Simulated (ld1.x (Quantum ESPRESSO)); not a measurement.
# Logarithmic derivatives: dysprosium (Dy), TM

* Element: dysprosium (Dy)
* Generator: ld1.x (Quantum ESPRESSO) 7.5
* Type: norm-conserving Troullier–Martins (Kleinman–Bylander form)
* Functional: BLYP
* Relativity: scalar-relativistic
* Frozen core: [Kr] 4d10 4f9
* Valence charge: 11
* Reference configuration: 5s2 5p6 5d0 6s0 6p0 (charge +3)
* Partial waves: 5s (bound): rc 1.70 bohr; 5p (bound): rc 1.35 bohr; 5f channel at 0.1 Ry: rc 2.40 bohr; 5d (bound, empty): rc 2.20 bohr
* Local potential: the d channel
* Core correction: a·sin(br)/r model core inside 0.85 bohr

The phase is arctan(r·u′/u) with u = r·R(r), unwrapped; energies in Ry, scanned from -8 to 5 Ry. A pole is an energy at which the radial function vanishes at the test radius. The pseudo phase is shifted by a multiple of π to meet the all-electron one at the reference energy, and phase errors are pseudo minus all-electron; the curves can meet again beyond the range given. Levels narrower than the energy grid can be missing from the lists of poles.

**Question.** For each channel, where are the poles, and over which energies does the pseudopotential scatter like the atom?

**Answer.**

```csv
channel,radius (bohr),reference energy (Ry),"poles, all-electron","poles, pseudo",unbroken range about the reference energy with phases within 0.05 rad,phase error 1 Ry above the reference energy (rad)
s,2.60,-5.74,"-5.64, 1.98","-5.64, 3.17",below -2.5,+0.003
p,2.60,-3.93,"-3.66, 3.66","-3.67, -0.86",below -2.3,-0.014
d,2.60,-1.83,-0.87,-0.87,below 1.6,-0.001
f,2.60,0.10,"-2.50, 2.52",2.31,-2.2 to 3.7,-0.016
```

Note: ghost state, extra bound levels that the all-electron valence spectrum of the same l lacks: s at -2789.8 eV. A true bound ghost makes a file unfit for plane-wave use.

Phases in the d channel:

```json
{"E (Ry)": "-8.00", "all-electron": "1.413", "pseudo": "1.413"}
{"E (Ry)": "-7.52", "all-electron": "1.407", "pseudo": "1.407"}
{"E (Ry)": "-7.04", "all-electron": "1.399", "pseudo": "1.399"}
{"E (Ry)": "-6.56", "all-electron": "1.389", "pseudo": "1.389"}
{"E (Ry)": "-6.08", "all-electron": "1.379", "pseudo": "1.379"}
{"E (Ry)": "-5.60", "all-electron": "1.365", "pseudo": "1.365"}
{"E (Ry)": "-5.12", "all-electron": "1.349", "pseudo": "1.349"}
{"E (Ry)": "-4.64", "all-electron": "1.327", "pseudo": "1.327"}
{"E (Ry)": "-4.16", "all-electron": "1.298", "pseudo": "1.298"}
{"E (Ry)": "-3.68", "all-electron": "1.254", "pseudo": "1.253"}
{"E (Ry)": "-3.20", "all-electron": "1.178", "pseudo": "1.177"}
{"E (Ry)": "-2.72", "all-electron": "1.010", "pseudo": "1.010"}
{"E (Ry)": "-2.24", "all-electron": "0.390", "pseudo": "0.389"}
{"E (Ry)": "-1.76", "all-electron": "-1.038", "pseudo": "-1.038"}
{"E (Ry)": "-1.28", "all-electron": "-1.445", "pseudo": "-1.445"}
{"E (Ry)": "-0.80", "all-electron": "-1.586", "pseudo": "-1.587"}
{"E (Ry)": "-0.32", "all-electron": "-1.669", "pseudo": "-1.671"}
{"E (Ry)": "0.16", "all-electron": "-1.740", "pseudo": "-1.744"}
{"E (Ry)": "0.64", "all-electron": "-1.818", "pseudo": "-1.826"}
{"E (Ry)": "1.12", "all-electron": "-1.930", "pseudo": "-1.948"}
{"E (Ry)": "1.60", "all-electron": "-2.141", "pseudo": "-2.194"}
{"E (Ry)": "2.08", "all-electron": "-2.678", "pseudo": "-2.864"}
{"E (Ry)": "2.56", "all-electron": "-3.691", "pseudo": "-3.873"}
{"E (Ry)": "3.04", "all-electron": "-4.218", "pseudo": "-4.296"}
{"E (Ry)": "3.52", "all-electron": "-4.422", "pseudo": "-4.464"}
{"E (Ry)": "4.00", "all-electron": "-4.524", "pseudo": "-4.553"}
{"E (Ry)": "4.48", "all-electron": "-4.585", "pseudo": "-4.609"}
{"E (Ry)": "4.96", "all-electron": "-4.628", "pseudo": "-4.648"}
```
